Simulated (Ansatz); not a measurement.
Basis-set series for `CC(O)[SiH3]`. Total charge 0; spin multiplicity 1. Geometry: relaxed with PBE0-D4/def2-TZVP. It is one conformer, not always the lowest.

| functional | basis | functions | energy (Eh) | HOMO (eV) | LUMO (eV) |
| --- | --- | --- | --- | --- | --- |
| PBE0-D4 | def2-TZVPP | 247 | -445.50003 | -7.97 | 0.60 |
| PBE0-D4 | def2-QZVPP | 481 | -445.51914 | -8.01 | 0.30 |
| ωB97M-V | def2-TZVPP | 247 | -445.69703 | -10.35 | 2.12 |
| ωB97M-V | def2-QZVPP | 481 | -445.71527 | -10.38 | 1.57 |

Q: Give the rows for def2-SVP. (Best estimate.)

A: Computed: 
```
functional     basis  functions  energy (Eh)  HOMO (eV)  LUMO (eV)
   PBE0-D4  def2-SVP        100   -445.21746      -7.76       1.13
   ωB97M-V  def2-SVP        100   -445.40492     -10.16       2.88
```

Positive LUMOs are unbound and depend on the basis.
